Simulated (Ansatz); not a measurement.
Molecule: sum formula BN$_{2}$H$_{4}$ (charge 0, doublet). It need not be the lowest isomer of its formula. 
Coordinates optimised at B3LYP-D3(BJ)/def2-TZVP (Ansatz, a first-principles code):
```xyz
7

B     -0.1435    -0.3636     0.2469
N     -1.1707     0.6237     0.1717
N      1.1428    -0.1944    -0.2785
H     -0.3899    -1.3571     0.8802
H     -1.9881     0.4310    -0.4035
H      1.4201     0.6152    -0.8080
H      1.8705    -0.8759    -0.1555
```
Charge 0, spin multiplicity 2.

Quantity: atomisation energy (electronic, to ground-state atoms); the coupled-cluster value holds the core correlation from cc-pwCVTZ, in kJ/mol. Valence correlation only, unless marked. Open shells are spin-unrestricted. No spin-orbit coupling. Non-relativistic. Basis-set limits of correlation are two-point, X^-3; Hartree-Fock from the larger set. The bracket is a focal-point correction in the basis named.

Level to compare with: RI-MP2/CBS(aug-cc-pVTZ,aug-cc-pVQZ)+[CCSD(T)-MP2]/aug-cc-pVTZ plus the core term (Ansatz), 2453.0 kJ/mol. It is a level with limits of its own, and the differences hold the functionals' basis error too.

**Question.** Rank these functionals by how close they come to RI-MP2/CBS(aug-cc-pVTZ,aug-cc-pVQZ)+[CCSD(T)-MP2]/aug-cc-pVTZ, closest first: BHLYP/def2-TZVPD (Ansatz); PBE0/def2-TZVPD (Ansatz); BLYP/def2-TZVPD (Ansatz).

**Answer.** PBE0/def2-TZVPD (global hybrid, 2466.0 kJ/mol, difference 13.0), BLYP/def2-TZVPD (GGA, 2490.8 kJ/mol, difference 37.8), BHLYP/def2-TZVPD (global hybrid, 2399.6 kJ/mol, difference -53.4)
